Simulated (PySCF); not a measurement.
Solvent effects on NMR parameters

Structure with atom numbers: `[CH3:1][C:2](=[O:3])[P:4]([CH3:5])([CH3:6])=[S:7]`; H(Xn) means a hydrogen on atom n.

GIAO PBE0/pcSseg-1 in PySCF 2.14.0 with density-fitted response routines on one PBE0-D3(BJ)/def2-SVP conformer, non-relativistic, equivalent nuclei averaged. Solvents enter as an IEF-PCM continuum (chloroform with ε = 4.7, methanol with ε = 32.6) around the gas-phase geometry. Shifts are referred to TMS, CS2 computed in the same medium.

Gas phase, δ in ppm: C2 225.6, C1 32.1, C5/C6 21.7, S7 -243.0, H(C1) 2.79, H(C5)/H(C6) 1.40. Dipole moment 2.28 D.

Q: How does each δ change in the continuum?

A: 
```csv
atoms,environment,"Δδ, chloroform","Δδ, methanol"
C2,carbonyl carbon,+2.9,+3.7
C1,methyl carbon α to a carbonyl,+1.3,+1.7
C5/C6,methyl carbon bonded to P,+0.1,+0.2
S7,sulfur bonded to P,-21.5,-29.0
H(C1),hydrogen on a methyl carbon α to a carbonyl,+0.08,+0.10
H(C5)/H(C6),hydrogen on a methyl carbon bonded to P,+0.14,+0.19
```

Changes are relative to the gas phase. The dipole moment becomes 3.10 D in chloroform, 3.44 D in methanol.

Q: Which of the listed nuclei move most (in ppm), and what does the model miss? (N and O are left out, as their reference compounds move with the solvent too.)

A: S7 (sulfur bonded to P, -29.0 ppm) in methanol. A continuum only polarises the solute; specific hydrogen bonds, the anisotropy of aromatic solvents and changes of geometry or conformer are outside it.
